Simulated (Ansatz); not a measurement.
Calculated with Ansatz (gas phase, PBE0-D4/def2-TZVP geometries, no zero-point term in ΔE). CCSD(T)/CBS is the MP2 limit (def2-TZVPP, def2-QZVPP) plus CCSD(T) − MP2 in def2-TZVPP, frozen cores. This one scheme is used for every species. DFT in def2-TZVPP. Each species was taken in one conformer, which may not be the lowest.

`O[SiH](F)CF` + H₂S → `FC[SiH](F)S` + H₂O  (ligand exchange at the Si–O bond)

```json
{"level": "PBE-D4", "ΔE (kJ/mol)": "34.6"}
{"level": "r2SCANh-D4", "ΔE (kJ/mol)": "46.2"}
```

**Question.** What does CCSD(T)/CBS give? (Best estimate.)

**Answer.** The calculation gave: +45.7 kJ/mol. The listed levels differ from it by -11.1, 0.5 kJ/mol.

Largest T1 diagnostic among the species: 0.012.

In def2-TZVPP, CCSD(T) changes the Hartree–Fock value by −17.2 kJ/mol (the triples alone add −3.4 kJ/mol) and MP2 by −20.8 kJ/mol. From PBE to PBE0 (25 % exact exchange), in def2-TZVPP and without D4, ΔE moves by +3.3 kJ/mol.

CCSD(T)/CBS has its own doubt, a few kJ/mol and more with outer-core shells, so smaller differences from it don't rank the levels.
